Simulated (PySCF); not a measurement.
B(Cl)(GeH3)(OMe) (CH₆BClGeO), SMILES CO[B](Cl)[GeH3].

Geometry optimised at PBE-D3(BJ)/def2-SVP. Other conformers were not sampled.

Vertical ionisation energy (IE) and electron affinity (EA) in eV. Rows of orbital energies are one-electron estimates. Where ΔSCF, EOM or ADC give a negative EA the extra electron is unbound and the value depends on the basis.

| level | IE | EA |
|---|---|---|
| −ε(HOMO), −ε(LUMO), r2SCAN/def2-TZVP (PySCF) | 7.10 | 1.70 |
| −ε(HOMO), −ε(LUMO), PBE/def2-TZVP (PySCF) | 6.81 | 1.91 |
